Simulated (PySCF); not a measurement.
Radial density of Ca (calcium, neutral)

BP86, [Ar] 4s2, closed-shell 1S. Computed with PySCF 2.14 in 6-31G* (5s4p3d, 32 functions), with the non-relativistic Hamiltonian (point nucleus).

```
r (bohr)  4πr²ρ (e/bohr)
 0.00143          0.1274
 0.00241          0.3518
 0.00406          0.9384
 0.00682           2.364
  0.0115           5.571
  0.0193           11.53
  0.0325           19.45
  0.0546           23.45
  0.0919           18.96
   0.155           18.37
   0.260           24.60
   0.437           12.90
   0.735           6.225
    1.24           6.788
    2.08           1.541
    3.50          0.6460
    5.89          0.1884
    9.90        0.005129
```
